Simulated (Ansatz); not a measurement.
Total energies of F3Ge2H3, SMILES `[F][Ge]([F])([F])[GeH3]`.

```
atom    x (Å)    y (Å)    z (Å)
  F1  -1.5416  -1.8081  -0.3371
 Ge2  -0.3180  -0.9435   0.5068
  F3   0.9542  -2.0805   0.7197
  F4  -0.9598  -0.7038   2.0840
 Ge5   0.3705   1.0997  -0.5907
  H6   0.9116   0.7098  -1.9664
  H7  -0.8679   1.9898  -0.7000
  H8   1.4510   1.7366   0.2837
```

Total charge 0; spin multiplicity 1. Correlated methods include outer-core shells of Ge, which these sets cover unevenly. Scalar relativity is left out up to krypton. Geometry: relaxed with PBE0-D4/def2-TZVP. Basis def2-TZVPP, the Gaussian-basis code of Ansatz.

RPA on PBE orbitals: Hartree–Fock energy of these orbitals -4450.96536 Eh, correlation -1.90204 Eh (frozen core).

```json
{"functional": "LDA (SPW92)", "energy without D4 (Eh)": "-4447.37303", "D4 term (kJ/mol)": "–"}
{"functional": "BLYP", "energy without D4 (Eh)": "-4455.69456", "D4 term (kJ/mol)": "-34.4"}
{"functional": "r2SCAN", "energy without D4 (Eh)": "-4455.47100", "D4 term (kJ/mol)": "-3.7"}
{"functional": "B97M-V", "energy without D4 (Eh)": "-4454.72559", "D4 term (kJ/mol)": "–"}
{"functional": "PBE0", "energy without D4 (Eh)": "-4454.79617", "D4 term (kJ/mol)": "-13.7"}
{"functional": "B3LYP", "energy without D4 (Eh)": "-4455.70123", "D4 term (kJ/mol)": "-26.1"}
{"functional": "r2SCANh", "energy without D4 (Eh)": "-4455.43754", "D4 term (kJ/mol)": "-4.1"}
{"functional": "r2SCAN0", "energy without D4 (Eh)": "-4455.38984", "D4 term (kJ/mol)": "-4.5"}
{"functional": "BHLYP", "energy without D4 (Eh)": "-4455.45879", "D4 term (kJ/mol)": "-22.5"}
{"functional": "CAM-B3LYP", "energy without D4 (Eh)": "-4455.78649", "D4 term (kJ/mol)": "-14.1"}
{"functional": "LC-ωPBE", "energy without D4 (Eh)": "-4454.90388", "D4 term (kJ/mol)": "–"}
{"functional": "ωB97X-V", "energy without D4 (Eh)": "-4455.12756", "D4 term (kJ/mol)": "–"}
{"functional": "ωB97M-V", "energy without D4 (Eh)": "-4455.29958", "D4 term (kJ/mol)": "–"}
{"functional": "PBE-QIDH", "energy without D4 (Eh)": "-4454.11221", "D4 term (kJ/mol)": "–"}
```

Question: Give the same for PBE, revPBE, HSE06 (plane-wave form), B2PLYP. (Estimate.)

Answer: The calculation gave: 
```
             functional  energy without D4 (Eh)  D4 term (kJ/mol)
                    PBE             -4454.68995             -16.0
                 revPBE             -4455.17738             -42.2
HSE06 (plane-wave form)             -4454.78526             -12.9
                 B2PLYP             -4454.71724                 –
```

B3LYP takes the VWN-RPA correlation (the form of Gaussian; ORCA's B3LYP/G). HSE06 is the plane-wave form, built on full-range PBE exchange. The double hybrids freeze the cores in their second-order part.

LC-ωPBE has ω = 0.4 bohr⁻¹.
